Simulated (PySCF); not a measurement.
Name the molecule from its bond curve

A diatomic of charge 0 contains Br. Its singlet curve at PW91 in a triple-zeta basis (spin-free X2C with a Gaussian nucleus, PySCF), in eV from the separated fragments:

R (Å), E (eV) and a bar:
```
    1.867     -3.774 #########################
    1.954     -4.058 ###########
    2.041     -4.218 ####
    2.106     -4.277 #
    2.171     -4.295 
    2.236     -4.282 #
    2.323     -4.227 ###
    2.432     -4.115 #########
    2.562     -3.940 #################
    2.736     -3.674 ##############################
```

The fit gives ωe = 558 cm⁻¹ and the rotational constant Bₑ = 0.5538 cm⁻¹.

Q: Which atom is the partner?

A: The minimum lies at 2.174 Å, so the reduced mass is 16.8576 u Å² cm⁻¹/(Bₑ·Re²) = 6.441 u. With Br at 78.92 u the partner weighs about 7.0 u: Li. The molecule is LiBr.
